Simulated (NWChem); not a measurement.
System: GeHBrCl₂; SMILES [Cl][GeH]([Cl])[Br]

NWChem input:

```
start job
memory heap 200 mb stack 900 mb global 1100 mb
geometry units angstroms noautoz
  Ge     0.464417     0.418995     0.000000
  Cl    -0.353470     1.383029    -1.751177
  Cl    -0.353470     1.383029     1.751177
  Br    -0.167094    -1.799012     0.000000
  H      2.001203     0.543523     0.000000
end
basis spherical
  * library def2-svp
end
dft
  xc bhlyp
  iterations 150
  mulliken
end
task dft energy
```

Output (shortened):

```
             Northwest Computational Chemistry Package (NWChem) 7.3.0
             --------------------------------------------------------

 CS  symmetry detected

                             Geometry "geometry" -> ""
                             -------------------------

 Output coordinates in angstroms (scale by  1.889725989 to convert to a.u.)

  No.       Tag          Charge          X              Y              Z
 ---- ---------------- ---------- -------------- -------------- --------------
    1 Ge                  32.0000     0.46811735    -0.44506395     0.00000000
    2 Cl                  17.0000    -0.36308832    -1.39763826    -1.75117700
    3 Cl                  17.0000    -0.36308832    -1.39763826     1.75117700
    4 Br                  35.0000    -0.13250791     1.78150527     0.00000000
    5 H                    1.0000     2.00302431    -0.59093740     0.00000000

 Effective nuclear repulsion energy (a.u.)     763.0614913982

      Symmetry information
      --------------------

 Group name             Cs
 Group number              2
 Group order               2
 No. of unique centers     4

                                 NWChem DFT Module
                                 -----------------

 Summary of "ao basis" -> "ao basis" (spherical)
 ------------------------------------------------------------------------------
       Tag                 Description            Shells   Functions and Types
 ---------------- ------------------------------  ------  ---------------------
 Ge                         def2-svp                12       32   5s4p3d
 Cl                         def2-svp                 8       18   4s3p1d
 Br                         def2-svp                12       32   5s4p3d
 H                          def2-svp                 3        5   2s1p

      Symmetry analysis of basis
      --------------------------

        a'         66
        a"         39

            General Information
            -------------------
          SCF calculation type: DFT
          Wavefunction type:  closed shell.
          No. of atoms     :     5
          No. of electrons :   102
           Alpha electrons :    51
            Beta electrons :    51
          Charge           :     0
          Spin multiplicity:     1
          Use of symmetry is: on ; symmetry adaption is: on
          Maximum number of iterations: 150
          AO basis - number of functions:   105
                     number of shells:    43
          Convergence on energy requested:  1.00D-06
          Convergence on density requested:  1.00D-05
          Convergence on gradient requested:  5.00D-04

              XC Information
              --------------
                        BHLYP Method XC Functional
                     Hartree-Fock (Exact) Exchange  0.500
                        Slater Exchange Functional  0.500 local
                    Becke 1988 Exchange Functional  0.500 non-local
              Lee-Yang-Parr Correlation Functional  1.000

             Grid Information
             ----------------
          Grid used for XC integration:  medium
          Radial quadrature: Mura-Knowles
          Angular quadrature: Lebedev.
          Tag              B.-S. Rad. Rad. Pts. Rad. Cut. Ang. Pts.
          ---              ---------- --------- --------- ---------
          Ge                  1.25      112           8.0       590
          Cl                  1.00       88          10.0       590
          Br                  1.15      112          10.0       590
          H                   0.35       45           9.0       434
          Grid pruning is: on
          Number of quadrature shells:   357
          Spatial weights used:  Erf1

      Superposition of Atomic Density Guess
      -------------------------------------

 Sum of atomic energies:       -5566.27561629

      Non-variational initial energy
      ------------------------------

 Total energy =   -5566.972812
 1-e energy   =   -9271.544827
 2-e energy   =    2941.510523
 HOMO         =      -0.379791
 LUMO         =       0.003303

      Symmetry analysis of molecular orbitals - initial
      -------------------------------------------------

  Numbering of irreducible representations:

     1 a'          2 a"

  Orbital symmetries:

     1 a'          2 a'          3 a'          4 a"          5 a'
     6 a'          7 a'          8 a"          9 a'         10 a'
    11 a'         12 a"         13 a'         14 a"         15 a'
    16 a'         17 a"         18 a'         19 a'         20 a"
    21 a"         22 a'         23 a'         24 a"         25 a'
    26 a'         27 a"         28 a'         29 a'         30 a'
    31 a"         32 a'         33 a"         34 a"         35 a'
    36 a'         37 a"         38 a'         39 a'         40 a"
    41 a'         42 a'         43 a"         44 a'         45 a'
    46 a"         47 a'         48 a"         49 a'         50 a"
    51 a'         52 a'         53 a"         54 a'         55 a'
    56 a'         57 a'         58 a'         59 a"         60 a"
    61 a'

     ---------------------------------------------
      Total Density - Mulliken Population Analysis
     ---------------------------------------------

    Atom       Charge   Shell Charges
 -----------   ------   -------------------------------------------------------
    1 Ge  32    30.65   2.00  2.00  2.00  0.98  0.12  6.00  5.98  0.81  0.60  8.14  1.81  0.22
    2 Cl  17    17.44   2.00  1.99  1.23  0.73  5.94  2.15  3.39  0.01
    3 Cl  17    17.44   2.00  1.99  1.23  0.73  5.94  2.15  3.39  0.01
    4 Br  35    35.42   2.00  2.00  2.00  1.37  0.59  6.00  5.99  2.37  3.10  8.23  1.73  0.06
    5 H    1     1.04   0.65  0.38  0.01

   convergence    iter        energy       DeltaE   RMS-Dens  Diis-err
 ---------------- ----- ----------------- --------- --------- ---------
 d= 0,ls=0.0,diis     1  -5571.3154466734 -6.33D+03  1.23D-02  5.01D-01
 d= 0,ls=0.0,diis     2  -5571.3244239561 -8.98D-03  5.93D-03  4.98D-01
 d= 0,ls=0.0,diis     3  -5571.3925474481 -6.81D-02  4.49D-04  1.00D-02
 d= 0,ls=0.0,diis     4  -5571.3931118373 -5.64D-04  1.56D-04  8.23D-04
 d= 0,ls=0.0,diis     5  -5571.3931851010 -7.33D-05  4.61D-05  1.28D-05
  Resetting Diis
 d= 0,ls=0.0,diis     6  -5571.3931873986 -2.30D-06  1.27D-05  6.67D-07
 d= 0,ls=0.0,diis     7  -5571.3931875647 -1.66D-07  3.40D-06  5.69D-08

         Total DFT energy =    -5571.393187564698
      One electron energy =    -9269.918886288631
           Coulomb energy =     3162.856732571361
    Exchange-Corr. energy =     -227.392525245668
 Nuclear repulsion energy =      763.061491398240

 Numeric. integr. density =      101.999989637161

                  Occupations of the irreducible representations
                  ----------------------------------------------

                     irrep           alpha         beta
                     --------     --------     --------
                     a'               33.0         33.0
                     a"               18.0         18.0

                       DFT Final Molecular Orbital Analysis
                       ------------------------------------

 Vector   49  Occ=2.000000D+00  E=-3.867194D-01  Symmetry=a'
              MO Center= -2.9D-02, -7.3D-01,  1.9D-11, r^2= 5.2D+00
   Bfn.  Coefficient  Atom+Function         Bfn.  Coefficient  Atom+Function
  ----- ------------  ---------------      ----- ------------  ---------------
    43      0.314404  2 Cl px                61      0.314404  3 Cl px
    84     -0.249668  4 Br py                40      0.234170  2 Cl px
    58      0.234170  3 Cl px                81     -0.217891  4 Br py
    44     -0.214885  2 Cl py                62     -0.214885  3 Cl py
   101     -0.194204  5 H  s                102     -0.179747  5 H  s

 Vector   50  Occ=2.000000D+00  E=-3.680407D-01  Symmetry=a'
              MO Center= -5.6D-02,  1.5D+00,  8.0D-11, r^2= 2.5D+00
   Bfn.  Coefficient  Atom+Function         Bfn.  Coefficient  Atom+Function
  ----- ------------  ---------------      ----- ------------  ---------------
    83      0.548973  4 Br px                80      0.493650  4 Br px
    77     -0.325520  4 Br px                84      0.162460  4 Br py
    81      0.147814  4 Br py                74      0.105565  4 Br px
   101     -0.105341  5 H  s                 44      0.102300  2 Cl py
    62      0.102300  3 Cl py                78     -0.097294  4 Br py

 Vector   51  Occ=2.000000D+00  E=-3.658582D-01  Symmetry=a"
              MO Center= -1.6D-01,  1.1D+00, -6.9D-11, r^2= 3.5D+00
   Bfn.  Coefficient  Atom+Function         Bfn.  Coefficient  Atom+Function
  ----- ------------  ---------------      ----- ------------  ---------------
    85      0.544248  4 Br pz                82      0.491624  4 Br pz
    79     -0.323630  4 Br pz                44      0.212525  2 Cl py
    62     -0.212525  3 Cl py                41      0.154024  2 Cl py
    59     -0.154024  3 Cl py                76      0.104942  4 Br pz
    38      0.088929  2 Cl py                56     -0.088929  3 Cl py

 Vector   52  Occ=0.000000D+00  E=-2.573960D-02  Symmetry=a'
              MO Center=  2.0D-01, -1.3D-01,  1.5D-11, r^2= 4.5D+00
   Bfn.  Coefficient  Atom+Function         Bfn.  Coefficient  Atom+Function
  ----- ------------  ---------------      ----- ------------  ---------------
     4      1.003671  1 Ge s                 84      0.488164  4 Br py
     3     -0.445958  1 Ge s                  5      0.439342  1 Ge s
   102     -0.422107  5 H  s                 45     -0.305217  2 Cl pz
    63      0.305217  3 Cl pz                81      0.251748  4 Br py
    44     -0.202385  2 Cl py                62     -0.202385  3 Cl py

[...]
```

Level: BHandHLYP/def2-SVP. Structure relaxed at the PBE-D3(BJ)/def2-SVP level.
